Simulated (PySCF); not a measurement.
Method: PySCF with ωB97X-D3(BJ)/def2-TZVP // PBE0-D3(BJ)/def2-TZVP. All species are isolated molecules in the gas phase. One relaxed conformer stands for a flexible species; it need not be the lowest. Excitations are Tamm–Dancoff values on a coarser integration grid. The basis has no diffuse functions, so Rydberg states are missing or too high.

Reference species (SMILES): `OB(O)O` (neutral, multiplicity 1).

```json
{
 "S1–T1 gap (TDA)": "0.32 eV",
 "brightest of the four lowest singlets (TDA)": "9.53 eV",
 "S1 excitation (TDA)": "8.20 eV"
}
```

Changed species: `OB(I)I` (H–O–B–I torsion 0°) (2 of 3 OH replaced by I; the reference has 0 of 3 OH replaced by I).

Q: Predict the effect on the S1–T1 gap (TDA), brightest of the four lowest singlets (TDA) and S1 excitation (TDA).

A: the S1–T1 gap (TDA) falls by 0.19 eV, to 0.13 eV; the brightest of the four lowest singlets (TDA) falls by 3.25 eV, to 6.28 eV; the S1 excitation (TDA) falls by 2.71 eV, to 5.49 eV.
